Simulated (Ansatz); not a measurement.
Consider the silylene loss: `C[SiH]([SiH3])[AsH2]` → `C[SiH2][AsH2]` + `[SiH2]`.

Isolated molecules relaxed with PBE0-D4/def2-TZVP in Ansatz; ΔE leaves out vibrations. CBS: MP2 limit from def2 TZ/QZ plus the TZ coupled-cluster correction, frozen cores. This one scheme is used for every species. DFT in def2-TZVPP. B3LYP here is the variant with VWN-RPA as its local correlation; programs differ in this. For As outer-core shells are correlated without core-valence functions, which leaves a few kJ/mol of doubt a bond. Scalar relativity is left out up to krypton.

```tsv
level	ΔE (eV)
PBE-D4	2.68
r2SCAN-D4	2.76
PBE0-D4	2.73
ωB97M-V	2.42
PBE	2.57
r2SCAN	2.73
B3LYP	2.31
SCS-MP2/def2-TZVPP	2.46
```

Q: What does CCSD(T)/CBS give? (Best estimate.)

A: The calculation gave: +2.51 eV. The listed levels differ from it by 0.17, 0.25, 0.22, -0.09, 0.06, 0.22, -0.20, -0.05 eV.

Largest T1 diagnostic among the species: 0.014.

The D4 term adds +0.17 eV with B3LYP and +0.10 eV with PBE0; it sums over pairs of atoms, weighted by their polarisabilities, and B3LYP, whose exchange is more repulsive, gets the larger term. In def2-TZVPP, CCSD(T) changes the Hartree–Fock value by +0.26 eV (the triples alone add +0.07 eV) and MP2 by +0.42 eV. From PBE to PBE0 (25 % exact exchange), in def2-TZVPP and without D4, ΔE moves by +0.06 eV.
